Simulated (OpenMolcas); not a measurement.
Au VIII.

```
Program             : OpenMolcas
Basis               : ANO-R2 [8s6p5d3f1g]
Scalar Hamiltonian  : X2C, finite nucleus
Active space        : 4 electrons in 5 orbitals (5d)
State averaging     : 2S+1 = 5 even, 5 roots; 2S+1 = 3 even, 45 roots; 2S+1 = 1 even, 50 roots
Spin-orbit coupling : state interaction with AMFI integrals over the reference wave functions, term energies averaged over their components
```

Two sets of levels on these reference wave functions, in cm-1 above 5d4 5D1: one from CASSCF and one from MS-CASPT2, IPEA 0.25 Eh, imaginary shift 0.1 Eh (closed shells correlated: 5s 5p).

```
            Level  Set 1  Set 2
          5d4 5D1    0.0    0.0
          5d4 5D2   6850   7010
          5d4 5D3  11710  11590
   5d4 3G3 [61 %]  30980  28660
5d4 3F2(1) [54 %]  32370  29350
   5d4 3H5 [73 %]  33360  31810
5d4 3P1(1) [67 %]  34690  32060
   5d4 3H6 [67 %]  36790  35230
   5d4 3G4 [65 %]  41220  38830
   5d4 3G5 [73 %]  53910  51810
   5d4 1I6 [67 %]  56280  54390
          5d4 3D1  56480  52810
5d4 1S0(1) [66 %]  65400  60940
   5d4 1F3 [54 %]  68890  63830
5d4 3F3(2) [75 %]  82570  76730
       5d4 3P1(2)  83710  77040
```

**Question.** Which set is which?

**Answer.** Set 2 is MS-CASPT2. Its levels of the other terms of 5d4 lie at 0.91 to 0.97 of the other set's values, as expected, since terms of lower spin or lower L gain more correlation energy than the Hund ground term.

Term energies are means over components that CASPT2 splits; among the terms shown or strongly mixed into the levels shown the widest spread is 920 cm-1 (5d4 1I, MS-CASPT2). Without dynamic correlation excited terms often stand tens of per cent too high (terms of higher spin than the ground term too low), and those without a measured partner can miss by more than the paired ones (holds for CASSCF). The CASPT2 spread within a term exceeds the gap to the next term for 5d4 3D and 5d4 1I, so the order of their levels is uncertain (holds for MS-CASPT2). Levels of configurations outside the active space are missing. The table leaves out levels that lie high or whose names do not pair safely across all columns.

A share in square brackets marks a mixed level and gives the weight of the term that names it, the lowest over the columns. A number in round brackets counts repeated terms of one configuration in the order of the reference energies.
